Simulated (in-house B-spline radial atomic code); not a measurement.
Results of a calculation; reference values are marked as such.
# What the choice of pseudopotential does to G0W0 on PBE0: Yb⁺

All numbers come from a B-spline radial code for spherical atoms, non-relativistic (model numbers for so heavy an element), configuration [Xe] 4f14 6s1, open shells at high spin. Semilocal Troullier-Martins pseudo-atoms, one channel per l, are made with PBE or LDA for several valence sets and radii, with or without a model core, and set against the all-electron atom. One channel fits only the lowest state of its l, so a second state of that l is approximate. All electrons give 6s up: PBE0 -9.383 eV, G0W0 -11.659 eV, 4f down: PBE0 -17.091 eV, G0W0 -21.595 eV. Potentials are made in the ion's own configuration unless the neutral atom is named, and a smooth local potential serves every l without a channel. Potentials that miss their own reference levels by more than 6 millihartree, or need radii over 3.5 bohr, are left out. Columns give pseudo minus all-electron, in eV; a dash marks a level in the core or of low weight.

| valence | made with | radii (bohr) | model core (bohr) | 6s up PBE0 | 6s up G0W0 | 4f down PBE0 | 4f down G0W0 |
| --- | --- | --- | --- | --- | --- | --- | --- |
| 5p 4f 6s | PBE, neutral atom | s 3.22 p 1.15 d 1.77 f 1.45 | none | -0.21 | -0.41 | +1.71 | +6.58 |
| 5p 4f 6s | PBE | s 3.40 p 1.47 d 2.19 f 1.85 | none | -0.22 | -0.41 | +1.78 | +5.61 |
| 5p 4f 6s | LDA | s 3.40 p 1.66 d 2.48 f 2.10 | none | -0.22 | -0.40 | +1.44 | +4.76 |
| 5p 4f 6s | PBE, neutral atom | s 2.86 p 1.02 d 1.57 f 1.29 | 0.71 | -0.22 | -0.42 | +2.43 | +7.78 |
| 5p 4f 6s | PBE | s 3.00 p 1.15 d 1.71 f 1.45 | 0.71 | -0.22 | -0.41 | +2.51 | +7.41 |
| 5p 4f 6s | LDA, neutral atom | s 3.40 p 1.27 d 2.00 f 1.61 | 0.71 | -0.22 | -0.42 | +2.49 | +7.00 |
| 5p 4f 6s | PBE | s 3.40 p 1.47 d 2.19 f 1.85 | 0.71 | -0.22 | -0.40 | +2.53 | +6.42 |
| 5s 5p 4f 6s | PBE, neutral atom | s 1.34 p 1.47 d 2.26 f 1.85 | none | -0.09 | -0.11 | +1.76 | +5.58 |
| 5s 5p 4f 6s | LDA, neutral atom | s 1.52 p 1.66 d 2.60 f 2.10 | none | -0.16 | -0.21 | +1.40 | +4.74 |
| 5s 5p 4f 6s | LDA, neutral atom | s 1.17 p 1.27 d 2.00 f 1.61 | 0.69 | -0.09 | -0.12 | +2.22 | +6.63 |
| 5s 5p 4f 6s | PBE, neutral atom | s 1.52 p 1.66 d 2.56 f 2.10 | 0.69 | -0.14 | -0.18 | +2.20 | +5.56 |
| 4d 5s 5p 4f 6s | LDA, neutral atom | s 1.34 p 1.47 d 0.57 f 1.85 | none | -0.09 | -0.23 | +0.93 | +2.91 |
| 4d 5s 5p 4f 6s | PBE, neutral atom | s 1.52 p 1.66 d 0.64 f 2.10 | none | -0.17 | -0.33 | +1.42 | +3.32 |
| 4d 5s 5p 4f 6s | PBE | s 1.34 p 1.47 d 0.57 f 1.85 | 0.32 | -0.08 | -0.21 | +1.40 | +3.41 |

Q: How does the G0W0 shift of 6s up, which all sets hold, depend on the valence set?

A: Mean size: 5s 5p 4f 6s: 0.16 eV; 4d 5s 5p 4f 6s: 0.25 eV; 5p 4f 6s: 0.41 eV. A larger valence set can do worse when it takes only part of a shell, whose exchange with the frozen rest is then left to the functional. The means mix radii and the functional used in making the potentials.
